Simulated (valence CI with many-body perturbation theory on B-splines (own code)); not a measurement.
Au⁴⁰⁺: what the settings do

Calculated by configuration interaction combined with many-body perturbation theory (CI+MBPT): three valence electrons over a frozen Dirac-Fock core [Kr], radial functions for each j: 6 s, 6 p, 5 d, 5 f, 1 g, with the one-electron correlation potential Σ1 (screened to all orders), the two-electron term Σ2, the three-electron term Σ3, Breit, model QED; selected single and double excitations, second order for the rest (own B-spline code, finite nucleus).

The last digits are not significant, and no measured levels were compared; by estimate large intervals hold to a few tenths of a per cent, small ones and those within an open d or f shell to about a per cent. Only levels of the ground parity were solved; by the run's estimate the other parity begins above the list, which can be wrong where configurations are misplaced.

The reference run has the lowest level (4d3/2^3) J=3/2 and an ionisation energy of 1905.18 eV. Its largest variational space holds 2392 state functions.

Levels are named by their leading jj configuration (3d3/2^4 stands for four electrons in 3d with j = 3/2), which in mixed levels can hold well under half, so a name can repeat and another be missing. Letters in brackets count levels of one name in rising energy.

Changed runs:
A. Breit term on → off
B. scale of Σ1 1 → 0; scale of Σ2 1 → 0; three-electron term on → off
C. scale of Σ1 1 → 0
D. start configuration 4d3 → 4s3 (bad on purpose)

Excitation energies of the reference run in cm⁻¹, and shifts in cm⁻¹:

| Level | Reference | A | B | C |
| --- | --- | --- | --- | --- |
| (4d3/2^2 4d5/2) J=5/2 [a] | 181840 | +4281 | -1453 | -856 |
| (4d3/2^2 4d5/2) J=3/2 | 202326 | +3952 | -846 | -841 |
| (4d3/2^2 4d5/2) J=7/2 | 217364 | +5158 | +838 | -882 |
| (4d3/2^2 4d5/2) J=9/2 | 219176 | +5498 | +1714 | -869 |
| (4d3/2^2 4d5/2) J=1/2 | 220647 | +4169 | -326 | -851 |
| (4d3/2^2 4d5/2) J=5/2 [b] | 295911 | +4401 | +1589 | -905 |
| (4d3/2 4d5/2^2) J=7/2 [a] | 395453 | +8641 | -2098 | -1697 |
| (4d3/2 4d5/2^2) J=9/2 | 411952 | +9462 | -1086 | -1723 |
| (4d3/2 4d5/2^2) J=3/2 [a] | 426654 | +8058 | -2283 | -1706 |
| (4d3/2 4d5/2^2) J=1/2 | 436849 | +8269 | -2271 | -1709 |
| (4d3/2 4d5/2^2) J=5/2 [a] | 441631 | +8140 | +666 | -1679 |
| (4d3/2 4d5/2^2) J=11/2 | 445424 | +10104 | +1597 | -1731 |
| Ionisation energy (eV) | 1905.18 | +1.36 | -4.61 | -2.90 |

Run D: It gave no result: a shell was given more electrons than it holds. The program said: "a valence shell holds more than 4l+2 electrons".
